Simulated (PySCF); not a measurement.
Successive ionisation energies of one element at GMP2 (screened spin-orbit), starting from the ion with 43 electrons. Calculated with PySCF 2.14, two-component X2C-1e (Gaussian nucleus, no Breit or QED terms), each ion in its own even-tempered basis; GMP2 freezes the deep shells of the larger ions and drops the highest virtual spinors; eV.

957.68, 1003.0, 1049.4, 1109.9, 1156.9, 1207.9, 1256.0, 1439.0, 1486.5, 1538.0, 1587.0, 1702.4

(1) Which element is it?

Results:

(1) Thulium (Tm, Z = 69); the list starts at Tm²⁶⁺. The hydrogenic estimate 13.606 eV × (q + 1)²/n² with q = 26 and n = 4 gives 619.91 eV for the first entry, a lower bound because the other electrons screen the nucleus only in part.
